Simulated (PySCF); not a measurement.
**[WO4]2-: 2 charge schemes on one density**

Compound: [WO4]2- (charge -2 and singlet state).
Structure used (PBE0-D3(BJ)/def2-SVP), in Å, numbered top down from 1:
```
atom  x, y, z in Å
W1    -0.0003   -0.0001   -0.0001
O2     0.0169   -0.0143    1.7915
O3     1.6833    0.0097   -0.6126
O4    -0.8540    1.4659   -0.5778
O5    -0.8460   -1.4613   -0.6011
```

Density: PBE0/pcSseg-1 (def2-TZVP on W) (PySCF); schemes: Mulliken and ESP-fitted. Whether so highly charged an anion holds all its electrons in the gas phase wasn't checked; a finite basis holds them in any case. The ion is multiply charged and computed without counter-ions or solvent. Atoms past krypton carry effective core potentials; spin–orbit coupling is left out. The pcSseg-1 basis has no diffuse functions, a weakness for an anion. The HOMO energy is positive at this level (+2.99 eV), so the outermost electrons may be held by the finite basis alone.

Q: Atoms with like bonding are taken together and averaged. At which atom do the 2 schemes differ most?

A: At W1: from +0.775 (Mulliken) to +1.387 e (ESP-fitted), 0.612 e apart.

Q: For which atoms does the sign change between the 2 schemes (beyond +0.03 e in one, beyond −0.03 e in another)?

A: For none.

Q: Give the atomic charges in each scheme.

A: In e; atoms taken as equivalent share a row and are averaged (×n: the atom named and its like, n in all):

```tsv
atom	environment	Mulliken	ESP-fitted
W1	tungsten bonded to 4 O	+0.775	+1.387
O2/O3/O4/O5	oxygen bonded to W	-0.694	-0.847
```

Mean size of the charges over all atoms: ESP-fitted 0.955 e, Mulliken 0.710 e. Each set sums to the total charge, -2, to within 0.001 e. The Mulliken scheme gives each basis function's population to the atom it is centred on and halves the overlap population of two atoms between them. The ESP scheme is a least-squares fit of atom-centred charges to the potential on four shells outside the van der Waals surface, with the total charge fixed.

Q: Sum the charges by element, for elements with more than one atom.

A: 
| element | atoms | Mulliken | ESP-fitted |
| --- | --- | --- | --- |
| O | 4 | -2.775 | -3.387 |

Q: How many electrons does the Mulliken scheme count on O5?

A: Its own charge is -0.694 e, so Z − q = 8.694.

The run behind these numbers computed NMR shieldings as well. The run took 4.8 s on Arm Neoverse V2, one thread (shared host).
